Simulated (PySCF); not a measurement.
Mayer bond orders and bond lengths

Compound: C4H10O3S.
Numbering: `[CH3:1][CH:2]([CH3:3])[CH2:4][S:5](=[O:6])(=[O:7])[OH:8]` (hydrogens: H9, H10, H11 on C1; H12 on C2; H13, H14, H15 on C3; H16, H17 on C4; H18 on O8)

Cartesian coordinates in Å at the GFN2-xTB level; atoms count from 1:
```
atom  x, y, z in Å
C1    -0.997   -1.229    1.039
C2    -0.963    0.205    0.515
C3    -1.474    0.272   -0.921
C4     0.448    0.771    0.590
S5     1.518    0.097   -0.694
O6     1.424   -1.322   -0.830
O7     1.476    0.880   -1.891
O8     2.929    0.449    0.039
H9    -2.003   -1.634    0.959
H10   -0.697   -1.263    2.085
H11   -0.321   -1.851    0.461
H12   -1.607    0.827    1.150
H13   -0.868   -0.367   -1.558
H14   -1.419    1.287   -1.307
H15   -2.508   -0.063   -0.972
H16    0.947    0.530    1.522
H17    0.478    1.841    0.409
H18    3.626    0.573   -0.608
```

Bond orders from the PBE0/pcSseg-1 density (PySCF). Geometry: GFN2-xTB, one conformer, isolated molecule.

**Question.** How far do the computed orders between heavy atoms stray from the drawn ones?

**Answer.** The largest departure is 0.242, at S5–O7 (drawn double, 1.758).

**Question.** Set the Mayer orders of the bonds between heavy atoms beside their lengths.

**Answer.** 
```
 bond  drawn as  length (Å)  Mayer order
C1–C2    single       1.527        1.010
C2–C3    single       1.526        1.023
C2–C4    single       1.522        1.002
C4–S5    single       1.802        0.897
S5–O6    double       1.429        1.766
S5–O7    double       1.431        1.758
S5–O8    single       1.628        0.935
```

Bonds between the same two heavy elements. C–C: lowest C2–C4 (1.002, 1.522 Å), highest C2–C3 (1.023, 1.526 Å); in 1 of the 3 pairs the longer bond (by over 0.003 Å) has the higher order (by 0.02 or more). O–S: lowest S5–O8 (0.935, 1.628 Å), highest S5–O6 (1.766, 1.429 Å).

**Question.** And the bonds to hydrogen?

**Answer.** C–H: 0.92 to 0.97 (9 bonds); H–O: 0.92 (1 bond).

**Question.** Sum the orders of all bonds at each heavy atom with more than one neighbour and set the sums beside the valence in the SMILES.

**Answer.** C1 3.889 (drawn 4), C2 3.976 (drawn 4), C3 3.888 (drawn 4), C4 3.745 (drawn 4), S5 5.356 (drawn 6), O8 1.858 (drawn 2). Orders between atoms that aren't bonded are not in these sums.

For a closed shell the Mayer order of atoms A and B is Σ (PS)μν (PS)νμ over the basis functions μ on A and ν on B, with P the density and S the overlap matrix.

The run behind these numbers computed NMR shieldings as well. Time: 32 s of wall time. Hardware: Arm Neoverse V1, one thread, on a shared host.
